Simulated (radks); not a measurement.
The numbers below are computed, except where a source is named.
Species: As4+. Configuration: [Ar] 3d10 4s1.

Level of theory: scalar-relativistic Kohn-Sham, PBE, spin-polarised, spherical densities, point nucleus; open shells are filled with parallel spins first (a radial shooting solver on a logarithmic mesh with Libxc functionals).

Energy parts (eV):
| part | energy |
|---|---|
| total | -61414.674 |
| kinetic | 62601.085 |
| electron-nucleus | -146573.176 |
| Hartree | 24797.871 |
| exchange-correlation | -2240.454 |

Orbitals (lengths in bohr, moments of r in powers of bohr):
| orbital | occ. | eigenvalue (eV) | <r> | <r^2> |
|---|---|---|---|---|
| 1s up | 1 | -11771.11 | 0.04550 | 0.002786 |
| 1s down | 1 | -11771.01 | 0.04550 | 0.002786 |
| 2s up | 1 | -1537.373 | 0.2027 | 0.04847 |
| 2s down | 1 | -1537.320 | 0.2027 | 0.04847 |
| 2p up | 3 | -1354.371 | 0.1772 | 0.03845 |
| 2p down | 3 | -1354.310 | 0.1772 | 0.03845 |
| 3s up | 1 | -240.6358 | 0.5979 | 0.4119 |
| 3s down | 1 | -240.4693 | 0.5975 | 0.4111 |
| 3p up | 3 | -183.9868 | 0.6163 | 0.4460 |
| 3p down | 3 | -183.7872 | 0.6154 | 0.4445 |
| 3d up | 5 | -90.7295 | 0.6686 | 0.5595 |
| 3d down | 5 | -90.4142 | 0.6648 | 0.5519 |
| 4s up | 1 | -57.7663 | 1.673 | 3.157 |
| 4s down | 0 | -56.0095 | 1.666 | 3.130 |

The highest occupied level is 4s up at -57.766 eV. The density falls to 0.001 e/bohr^3 at r = 2.83 bohr.
